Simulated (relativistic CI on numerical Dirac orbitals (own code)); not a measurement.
## Line list: Electric-dipole lines, Yb IV

These numbers are calculated, not measured: Dirac-Coulomb-Breit CI, separate exchange-only KLI orbitals for each configuration, a model potential for QED, valence Slater integrals scaled by 0.85, P86 correlation energy added to each configuration (own radial code, finite nucleus).

Configuration list (outside the closed core [Kr] 4d10 5s2): 4f13.5p6, 4f12.5p6.5d, 4f12.5p6.6s, 4f13.5p5.5d, 4f12.5p6.6p, 4f14.5p5, 4f12.5p6.5f, 4f12.5p6.6d, 4f12.5p6.7s, 4f13.5p5.5f, 4f12.5p6.7p, 4f13.5p5.5g, 4f12.5p6.5g, 4f13.5p5.6s, 4f12.5p6.7d, 4f12.5p6.8s, 4f12.5p6.6f, 4f11.5p6.5d.6p, 4f12.5p6.8p, 4f13.5p5.6p, 4f11.5p6.6s.6p, 4f13.5p5.6d, 4f13.5p5.7s. Double excitations out of closed p, d and f shells are left out; levels of such configurations are missing from the list, as are those of other unlisted configurations, and high levels can miss mixing partners.

```
λ vac (Å)                       Lower                       Upper   A (s⁻¹)  E lower (eV)  E upper (eV)
   628.23      4f12.5p6.5d 4F_9/2 [3]  4f12.5p6.5f 4G°_11/2 [247]  8.47e+08        7.6493       27.3848
   630.35      4f12.5p6.5d 4F_9/2 [3]   4f12.5p6.5f 4F°_9/2 [241]  2.88e+09        7.6493       27.3183
   631.04      4f12.5p6.5d 4F_9/2 [3]   4f12.5p6.5f 4D°_7/2 [239]  6.84e+09        7.6493       27.2968
   642.57     4f12.5p6.5d 2K_15/2 [4]  4f12.5p6.5f 2K°_15/2 [251]  1.97e+09        8.1146       27.4098
   644.65     4f12.5p6.5d 4G_11/2 [5]  4f12.5p6.5f 4H°_13/2 [252]  1.86e+09        8.1814       27.4143
   645.06     4f12.5p6.5d 2K_15/2 [4]  4f12.5p6.5f 2L°_17/2 [243]  6.79e+09        8.1146       27.3353
   645.64     4f12.5p6.5d 4G_11/2 [5]  4f12.5p6.5f 4G°_11/2 [247]  3.93e+09        8.1814       27.3848
   645.83      4f12.5p6.5d 4F_7/2 [6]   4f12.5p6.5f 2F°_7/2 [263]  2.10e+09        8.3507       27.5482
   645.98    4f12.5p6.5d 4K_13/2 [19]  4f12.5p6.5f 4L°_15/2 [316]  5.80e+09        9.3129       28.5060
   647.88     4f12.5p6.5d 4G_11/2 [5]   4f12.5p6.5f 4F°_9/2 [241]  3.34e+09        8.1814       27.3183
   649.59    4f12.5p6.5d 4K_11/2 [32]  4f12.5p6.5f 4L°_13/2 [343]  5.79e+09       10.0376       29.1242
   652.24      4f12.5p6.5d 4F_7/2 [6]   4f12.5p6.5f 2D°_5/2 [245]  3.57e+09        8.3507       27.3596
   654.13     4f12.5p6.5d 4K_17/2 [7]  4f12.5p6.5f 4L°_19/2 [242]  7.27e+09        8.3670       27.3212
   657.43     4f12.5p6.5d 4H_13/2 [8]  4f12.5p6.5f 2K°_15/2 [251]  3.39e+09        8.5510       27.4098
   658.35    4f12.5p6.5d 4K_15/2 [26]  4f12.5p6.5f 4L°_17/2 [315]  7.13e+09        9.6715       28.5042
   658.53    4f12.5p6.5d 2H_11/2 [27]  4f12.5p6.5f 4K°_13/2 [321]  3.39e+09        9.7498       28.5772
   662.66    4f12.5p6.5d 4G_11/2 [21]  4f12.5p6.5f 4H°_13/2 [291]  3.64e+09        9.4141       28.1242
   664.48    4f12.5p6.5d 4H_13/2 [41]  4f12.5p6.5f 4I°_15/2 [344]  6.69e+09       10.4679       29.1267
   666.71     4f12.5p6.5d 4F_9/2 [22]  4f12.5p6.5f 2H°_11/2 [297]  4.58e+09        9.5450       28.1415
   667.82    4f12.5p6.5d 2H_11/2 [45]  4f12.5p6.5f 4H°_13/2 [350]  4.58e+09       10.5953       29.1609
   668.51    4f12.5p6.5d 4I_15/2 [12]  4f12.5p6.5f 4I°_15/2 [253]  2.90e+09        8.8908       27.4372
   670.06    4f12.5p6.5d 4I_15/2 [12]  4f12.5p6.5f 4K°_17/2 [248]  5.21e+09        8.8908       27.3941
   670.33    4f12.5p6.5d 4H_13/2 [25]  4f12.5p6.5f 4I°_15/2 [296]  5.38e+09        9.6411       28.1369
   670.43    4f12.5p6.5d 4H_13/2 [13]  4f12.5p6.5f 4I°_15/2 [253]  2.24e+09        8.9441       27.4372
   671.72    4f12.5p6.5d 4H_11/2 [34]  4f12.5p6.5f 4I°_13/2 [327]  2.86e+09       10.1467       28.6044
   672.24    4f12.5p6.5d 4I_13/2 [35]  4f12.5p6.5f 4I°_13/2 [327]  2.69e+09       10.1609       28.6044
   673.23    4f12.5p6.5d 4I_13/2 [35]  4f12.5p6.5f 4K°_15/2 [322]  5.18e+09       10.1609       28.5773
   1275.3     4f12.5p6.5d 4K_17/2 [7]  4f12.5p6.6p 4I°_15/2 [135]  9.47e+08        8.3670       18.0887
   1288.3    4f12.5p6.5d 4K_15/2 [26]  4f12.5p6.6p 4I°_13/2 [150]  9.35e+08        9.6715       19.2951
   1303.8      4f12.5p6.5d 4F_9/2 [3]  4f12.5p6.6p 4G°_11/2 [131]  5.56e+08        7.6493       17.1591
   1310.0    4f12.5p6.5d 4H_13/2 [41]  4f12.5p6.6p 4G°_11/2 [158]  8.81e+08       10.4679       19.9320
   1360.4     4f12.5p6.5d 2K_15/2 [4]  4f12.5p6.6p 2I°_13/2 [132]  7.47e+08        8.1146       17.2286
   1363.5    4f12.5p6.5d 4K_13/2 [19]  4f12.5p6.6p 4I°_11/2 [139]  6.90e+08        9.3129       18.4057
   1381.0     4f12.5p6.5d 4G_11/2 [5]  4f12.5p6.6p 4G°_11/2 [131]  3.73e+08        8.1814       17.1591
   1495.9  4f12.5p6.6p 2I°_13/2 [132]   4f12.5p6.6d 2K_15/2 [203]  1.89e+09       17.2286       25.5167
   1645.8  4f12.5p6.6p 4I°_15/2 [135]   4f12.5p6.6d 4K_17/2 [206]  1.88e+09       18.0887       25.6221
   1649.2  4f12.5p6.6p 4I°_13/2 [150]   4f12.5p6.6d 4K_15/2 [230]  1.87e+09       19.2951       26.8131
   1649.9  4f12.5p6.6p 2H°_11/2 [172]   4f12.5p6.6d 2I_13/2 [323]  1.85e+09       21.0635       28.5780
   1651.6  4f12.5p6.6p 4G°_11/2 [158]   4f12.5p6.6d 4H_13/2 [255]  1.86e+09       19.9320       27.4391
   1652.4  4f12.5p6.6p 4G°_11/2 [143]   4f12.5p6.6d 4H_13/2 [219]  1.81e+09       18.9451       26.4485
   1815.9    4f12.5p6.6s 4H_13/2 [65]  4f12.5p6.6p 4H°_13/2 [138]  6.38e+08       11.4627       18.2905
   1848.1     4f12.5p6.6s 4F_9/2 [74]  4f12.5p6.6p 4G°_11/2 [143]  8.73e+08       12.2364       18.9451
   1871.2    4f12.5p6.6s 4H_13/2 [65]  4f12.5p6.6p 4I°_15/2 [135]  8.73e+08       11.4627       18.0887
   1874.1    4f12.5p6.6s 4H_11/2 [81]  4f12.5p6.6p 4I°_13/2 [150]  8.65e+08       12.6795       19.2951
   2176.5    4f12.5p6.6s 4H_13/2 [65]  4f12.5p6.6p 4G°_11/2 [131]  4.81e+08       11.4627       17.1591
```

Terms are leading LS components. Brackets give the number of a level in order of energy, since labels repeat. The list gives strong lines, with weight on those to low levels, without lines whose two gauges differ by over a factor of 2.5, among the lowest 400 of 4392 levels, so that lines to higher ones, which can be the strongest, are missing, and without lines across small gaps between configurations, and without 86 lines that miss the measured interval by over 3.5 %, start from a term whose rates miss tabulated ones by over 60 %, have gauges far apart or, lacking measured levels, span too small a gap for the errors found; lines with a level outside our table were not tested and can miss by more. Levels whose partners in the same complex of configurations lie outside the list can be far off, and so can their lines. Rates are taken at the computed energies, electric ones in the length gauge.

For a near-neutral ion this model can misplace configurations by up to about 10,000 cm⁻¹ (more where the count of f electrons changes) and terms by 10 to 25 % of their spread. Rates follow the energies as ν³ (E1, M1) or ν⁵ (E2), so they and the lifetimes can be off by large factors. The fine structure of a lone outer electron comes out too small, for d and f at times inverted, and misplaced configurations move strength between like terms. 1 of the 65 excited levels that our extract of the measured tables holds in this range could be paired (the sources list more); they are missed by 376 cm⁻¹ on average and 376 at most, and levels without a partner can miss by more.

LS names give the leading component of a level, which can be under half, so a name can repeat, a term be missing and a line seem to break the LS rules.
